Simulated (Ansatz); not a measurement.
A short molecular-dynamics run on Rb₄⁻.

```yaml
crystal:
  periodic: [false, false, false]
  atoms:
    - {symbol: Rb, position_ang: [-2.322213, -0.876963, 0.050898]}
    - {symbol: Rb, position_ang: [2.317558, 0.892623, -0.031878]}
    - {symbol: Rb, position_ang: [-1.120858, 2.853653, -2.755425]}
    - {symbol: Rb, position_ang: [1.125514, -2.869302, 2.736395]}
basis:
  gaussian: {orbitals: def2-SVP}
total_charge: -1
magnetization: {spin_polarized: false, initial_magnetization: 1}
hamiltonian: {xc: {name: PBE}}
md: {timestep: 0.5 fs, n_steps: 15, ensemble: nvt_langevin, temperature: 700, initial_velocities: maxwell_boltzmann, friction: 0.01, seed: 407}
scf: {omitted_lower_state_checks: [starts]}
```

```sh
$ ansatz run in.yaml --threads 4 --pin off --events-out ev --progress --plain --max-ram 3916MiB
```

| step | time (fs) | potential energy (eV) | kinetic (eV) | T (K) |
| --- | --- | --- | --- | --- |
| 0 | 0.0 | -2623.3276 | 0.2714 | 525 |
| 1 | 0.5 | -2623.3275 | 0.2613 | 505 |
| 2 | 1.0 | -2623.3275 | 0.2697 | 522 |
| 3 | 1.5 | -2623.3275 | 0.2891 | 559 |
| 4 | 2.0 | -2623.3275 | 0.2734 | 529 |
| 5 | 2.5 | -2623.3275 | 0.2771 | 536 |
| 6 | 3.0 | -2623.3275 | 0.2953 | 571 |
| 7 | 3.5 | -2623.3275 | 0.3022 | 584 |
| 8 | 4.0 | -2623.3275 | 0.2449 | 474 |
| 9 | 4.5 | -2623.3274 | 0.2417 | 467 |
| 10 | 5.0 | -2623.3274 | 0.2329 | 451 |
| 11 | 5.5 | -2623.3274 | 0.1949 | 377 |
| 12 | 6.0 | -2623.3274 | 0.1840 | 356 |
| 13 | 6.5 | -2623.3274 | 0.1867 | 361 |
| 14 | 7.0 | -2623.3273 | 0.1968 | 381 |
| 15 | 7.5 | -2623.3273 | 0.1835 | 355 |

Velocities are drawn at the set temperature; a run this short doesn't reach equilibrium. Under Langevin dynamics the printed temperature counts 3N degrees of freedom, so it starts below the set value.

In the def2 sets Rb takes a core potential; there is no spin–orbit coupling. The highest occupied level of an anion often lies above zero with these methods, and sets without diffuse functions describe the outer electron poorly.

With spin_polarized false and unpaired electrons the run is restricted open-shell.

Frames (Å, forces in eV/Å):

```xyz
4
time=0.0 fs
Rb   -2.322   -0.877    0.051   -0.001    0.000   -0.001
Rb    2.318    0.893   -0.032    0.001   -0.001    0.000
Rb   -1.121    2.854   -2.755    0.000   -0.001    0.002
Rb    1.126   -2.869    2.736    0.000    0.002   -0.001
4
time=0.5 fs
Rb   -2.322   -0.878    0.051   -0.001    0.001   -0.002
Rb    2.316    0.892   -0.032    0.001   -0.001    0.000
Rb   -1.122    2.856   -2.755    0.000   -0.002    0.002
Rb    1.127   -2.869    2.736    0.000    0.002   -0.001
4
time=1.0 fs
Rb   -2.322   -0.879    0.050   -0.001    0.001   -0.002
Rb    2.315    0.891   -0.031    0.001    0.000    0.000
Rb   -1.122    2.858   -2.755    0.000   -0.002    0.003
Rb    1.129   -2.870    2.736    0.000    0.002   -0.001
4
time=1.5 fs
Rb   -2.321   -0.881    0.050   -0.001    0.001   -0.002
Rb    2.314    0.890   -0.031    0.002    0.000    0.000
Rb   -1.123    2.861   -2.754    0.000   -0.003    0.003
Rb    1.132   -2.870    2.736    0.000    0.002   -0.001
4
time=2.0 fs
Rb   -2.321   -0.882    0.049   -0.002    0.001   -0.002
Rb    2.312    0.889   -0.030    0.002    0.000    0.000
Rb   -1.124    2.863   -2.754    0.000   -0.003    0.003
Rb    1.134   -2.870    2.736    0.000    0.001   -0.001
4
time=2.5 fs
Rb   -2.320   -0.884    0.049   -0.002    0.001   -0.002
Rb    2.311    0.888   -0.030    0.002    0.001   -0.001
Rb   -1.124    2.865   -2.754    0.000   -0.003    0.003
Rb    1.136   -2.870    2.736    0.000    0.001   -0.001
4
time=3.0 fs
Rb   -2.320   -0.885    0.048   -0.002    0.001   -0.002
Rb    2.309    0.887   -0.029    0.002    0.001   -0.001
Rb   -1.126    2.867   -2.754    0.000   -0.004    0.004
Rb    1.138   -2.869    2.736    0.000    0.001   -0.001
4
time=3.5 fs
Rb   -2.319   -0.887    0.048   -0.002    0.001   -0.002
Rb    2.308    0.886   -0.029    0.002    0.002   -0.001
Rb   -1.127    2.869   -2.754    0.000   -0.004    0.004
Rb    1.140   -2.870    2.736   -0.001    0.001   -0.001
4
time=4.0 fs
Rb   -2.319   -0.889    0.048   -0.002    0.002   -0.002
Rb    2.307    0.885   -0.028    0.002    0.002   -0.001
Rb   -1.128    2.871   -2.754    0.001   -0.005    0.005
Rb    1.142   -2.870    2.736   -0.001    0.001   -0.001
4
time=4.5 fs
Rb   -2.319   -0.890    0.048   -0.002    0.002   -0.003
Rb    2.306    0.884   -0.028    0.002    0.002   -0.002
Rb   -1.129    2.873   -2.754    0.001   -0.005    0.005
Rb    1.144   -2.870    2.736   -0.001    0.001   -0.001
4
time=5.0 fs
Rb   -2.319   -0.892    0.047   -0.002    0.002   -0.003
Rb    2.305    0.883   -0.027    0.002    0.003   -0.002
Rb   -1.130    2.875   -2.753    0.001   -0.006    0.005
Rb    1.146   -2.870    2.736   -0.001    0.001   -0.001
4
time=5.5 fs
Rb   -2.318   -0.893    0.047   -0.002    0.002   -0.003
Rb    2.304    0.882   -0.027    0.002    0.003   -0.002
Rb   -1.131    2.877   -2.754    0.001   -0.006    0.006
Rb    1.147   -2.870    2.736   -0.001    0.001   -0.001
4
time=6.0 fs
Rb   -2.318   -0.894    0.047   -0.002    0.002   -0.003
Rb    2.303    0.881   -0.026    0.002    0.003   -0.003
Rb   -1.132    2.879   -2.754    0.001   -0.006    0.006
Rb    1.149   -2.870    2.736   -0.001    0.001    0.000
4
time=6.5 fs
Rb   -2.317   -0.895    0.046   -0.002    0.003   -0.003
Rb    2.302    0.881   -0.026    0.002    0.004   -0.003
Rb   -1.133    2.881   -2.754    0.001   -0.007    0.006
Rb    1.151   -2.871    2.736   -0.001    0.001    0.000
4
time=7.0 fs
Rb   -2.317   -0.896    0.046   -0.003    0.003   -0.003
Rb    2.301    0.880   -0.025    0.002    0.004   -0.003
Rb   -1.134    2.883   -2.754    0.001   -0.007    0.007
Rb    1.152   -2.871    2.736   -0.001    0.001   -0.001
4
time=7.5 fs
Rb   -2.316   -0.897    0.045   -0.003    0.003   -0.003
Rb    2.299    0.879   -0.025    0.002    0.004   -0.003
Rb   -1.135    2.885   -2.754    0.002   -0.008    0.007
Rb    1.154   -2.871    2.736   -0.001    0.000   -0.001
```

Hardware: 4 threads of Arm Neoverse V1 on a shared host. Wall time 47 s.
